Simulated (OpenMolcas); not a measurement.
Predicting a hybrid from its neighbours: CH5FGeO

CH5FGeO: 9 atoms, total charge 0, spin state singlet. SMILES: `[CH3][GeH]([OH])[F]`. Geometry: relaxed at PBE0-D4/def2-TZVP. This is one conformer, not always the lowest.

The vertical ionisation energy (to the doublet cation) y, in eV, basis cc-pVDZ; a is the functional's share of exact exchange. Programs: OpenMolcas 26.06.

```
functional     program     a  y (eV)
      TPSS  OpenMolcas     0   10.51
       PBE  OpenMolcas     0   10.42
     B3LYP  OpenMolcas   0.2   10.93
      PBE0  OpenMolcas  0.25       ?
     BHLYP  OpenMolcas   0.5   11.35
```

Fit y = c + s·a to the known rows and predict PBE0.


1. Means of the 4 rows: a = 0.1750, y = 10.803.
2. Σ(Δa)² = 0.1675, Σ(Δa·Δy) = 0.29925, so the slope is 0.29925/0.1675 = 1.7866.
3. Intercept: 10.803 − (1.7866) × 0.1750 = 10.490. The largest residual of the fit is 0.083.
4. PBE0: 10.490 + (1.7866) × 0.25 = 10.94 eV.

The run gave 11.01 eV, so the prediction is off by -0.07 eV, within the largest residual. The rows mix families of semi-local functionals, which the line can't see.
